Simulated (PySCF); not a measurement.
Cartesian coordinates (Å):
```xyz
8

Zn     0.0438     0.0272    -0.1094
N      1.6515    -0.0647     0.7751
H      2.0498     0.8451     1.0480
H      2.4005    -0.5534     0.2642
C     -1.7251     0.0202    -0.8930
H     -2.4703     0.4571    -0.1947
H     -2.0512    -1.0160    -1.1255
H     -1.7584     0.6058    -1.8356
```
Charge 0, spin multiplicity 1.

Estimate the HOMO–LUMO gap, LUMO, charge on the central atom (meta-Löwdin), HOMO and charge on the central atom (Mulliken) that TPSSh-D3(BJ)/def2-TZVP // BP86-D3(BJ)/def2-SVP (PySCF) returns for this input.


| Quantity | Result |
|---|---|
| HOMO–LUMO gap | 5.59 eV |
| LUMO | -0.37 eV |
| charge on the central atom (meta-Löwdin) | 1.07 e |
| HOMO | -5.96 eV |
| charge on the central atom (Mulliken) | 0.39 e |
